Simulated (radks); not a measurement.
Au I, configuration [Xe] 4f14 5d(3/2: 4, 5/2: 5) 6s1 6p(1/2: 1, 3/2: 0) (not the ground configuration).

All-electron calculation, Dirac Kohn-Sham, relativistic LDA (MacDonald-Vosko exchange, VWN5 correlation), spin-unpolarised, spherical densities, finite nucleus; Fermi nuclear charge, rms radius 5.4371 fm. Program: a radial shooting solver on a logarithmic mesh with Libxc functionals.

Energy parts (eV):
| part | energy |
|---|---|
| total | -516857.33 |
| kinetic | 590981.57 |
| electron-nucleus | -1300353.46 |
| Hartree | 201090.28 |
| exchange-correlation | -8575.72 |

Orbitals (lengths in bohr, moments of r in powers of bohr):
orbital  occ.  eigenvalue (eV)       <r^4>
1s1/2       2        -80035.81   4.325e-07
2s1/2       2        -14132.02  0.00006286
2p1/2       2        -13567.06  0.00003729
2p3/2       4        -11756.41  0.00005755
3s1/2       2        -3340.390    0.002283
3p1/2       2        -3083.459    0.001986
3p3/2       4        -2683.493    0.002735
3d3/2       4        -2252.753    0.001809
3d5/2       6        -2166.262    0.001993
4s1/2       2        -727.6580     0.05135
4p1/2       2        -617.5734     0.05469
4p3/2       4        -521.3626     0.07483
4d3/2       4        -340.0094     0.08926
4d5/2       6        -321.9930     0.09821
5s1/2       2        -112.2425       1.360
4f5/2       6         -88.3320      0.1812
4f7/2       8         -84.5188      0.1922
5p1/2       2         -76.2296       1.943
5p3/2       4         -59.6231       2.861
5d3/2       4         -11.6871       14.25
5d5/2       5         -10.0443       17.61
6s1/2       1          -8.0053       114.1
6p1/2       1          -2.6155       513.2
6p3/2       0          -1.8339       944.8

The highest occupied level is 6p1/2 at -2.616 eV. The electron density at the nucleus is 2.111e+06 e/bohr^3. Summed over all electrons, <r^2> = 69.53 bohr^2, which gives a Langevin (diamagnetic) susceptibility term of -55.1 x 10^-6 cm^3/mol.
